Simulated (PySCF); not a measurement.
**Electron correlation in Cr (chromium, neutral)**

[Ar] 3d5 4p1, high-spin 7P determinant (an excited configuration). Calculation: PySCF 2.14, in aug-cc-pVDZ-DK; scalar relativity by spin-free X2C-1e. Frozen: [Ar]; 6 electrons correlated.

```
  level  correlation energy (mhartree)
   CCSD                         -85.70
    (T)                          -2.30
CCSD(T)                         -88.00
```

Diagnostics: T1 = 0.13, D1 = 0.4513, largest double amplitude 0.095.

Is a single reference adequate?

Not fully. T1 exceeds 0.03, a sign that the reference determinant is poor.
